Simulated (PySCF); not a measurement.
Species: C3H7AlSi.
Geometry (PBE0-D3(BJ)/def2-SVP, Å), atoms numbered from 1 in this order:
```xyz
12
C3H7AlSi angstrom
C      1.9904   -2.2630   -1.6068
C      1.5505   -1.6374   -0.6536
Al     0.8785   -0.6451    0.8407
C     -0.9432    0.0363    0.7679
Si    -1.1456    1.7038   -0.0712
H      2.3751   -2.8150   -2.4468
H      1.8248   -0.3992    2.0872
H     -1.3477    0.1278    1.7915
H     -1.5714   -0.6859    0.2162
H     -0.6241    1.6557   -1.4735
H     -0.3710    2.7545    0.6634
H     -2.5765    2.1391   -0.1241
```

Theory: PySCF 2.14.0, PBE0-D3(BJ)/def2-SVP geometry optimisation, gas phase.

Q: Which atoms are bound to Al3, and at what distances?

A: 3 atoms: H7 1.584 Å, C2 1.916 Å, C4 1.946 Å. The nearest atom not counted as bound is H9, at 2.53 Å.

Q: List the angles at Al3.

A: 
```csv
angle,degrees,distance of the outer atoms (Å)
C4–Al3–H7,122.3,3.10
C2–Al3–H7,119.0,3.02
C2–Al3–C4,118.7,3.32
```

Q: What is the shape at Al3?

A: Planar: angles 122.3°, 119.0° and 118.7°, sum 360.0°, 0.00 Å off the plane of its three neighbours. The Al–C distances aren't all alike: 1.916 to 1.946 Å.

Q: What are the other bond lengths?

A: C1≡C2 1.222 Å; C4–Si5 1.878 Å; C1–H6 1.076 Å; C4–H8, C4–H9 1.105 Å; Si5–H10, Si5–H11, Si5–H12 1.497 Å.

Q: Give some angles away from the centre.

A: C1–C2–Al3 179.4°, Al3–C4–Si5 115.4°.

Q: What are the rotational constants (commonest isotopes, rigid rotor)?

A: A = 6146, B = 1324, C = 1173 MHz: a near-prolate asymmetric top.

Point group: C1 (no symmetry element, even within 0.4 Å). Charge 0, singlet. Whether it is a minimum is left open (no frequencies).

Hardware: one thread, Arm Neoverse N1 (aarch64), shared host. Cost: 2.6 min of wall time, 0.48 GiB resident at most. This is the geometry optimisation.

One conformer stands for the species.
